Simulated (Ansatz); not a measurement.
Z-matrix (Å, degrees):
```
C
O 1 1.425
B 1 1.544 2 113.5
H 1 1.101 2 110.0 3 -123.8
H 1 1.101 2 110.0 3 123.7
C 2 1.335 1 116.2 3 -180.0
H 3 1.196 1 117.3 2 -179.9
H 3 1.194 1 122.5 2 0.1
N 6 1.256 2 124.4 1 0.0
H 6 1.096 2 110.3 1 -180.0
C 9 1.439 6 117.5 2 -180.0
H 11 1.093 9 109.7 6 -121.5
H 11 1.100 9 113.8 6 -0.0
H 11 1.093 9 109.7 6 121.4
```

The species carries charge 0 and has multiplicity 1.

**Question.** List the ωB97M-V/def2-TZVPP orbital energies in eV (Ansatz). (Best estimate.)

**Answer.** Computed: Occupied: -527.07, -394.20, -283.80, -282.43, -281.95, -188.03, -32.99, -28.27, -23.30, -22.00, -18.99, -17.39, -16.43, -15.98, -15.85, -14.51, -13.67, -13.21, -12.48, -12.14, -11.69, -9.92, -9.72. Lowest empty: 0.45, 2.51, 2.82, 3.22, 3.38, 3.63, 4.00, 4.19.
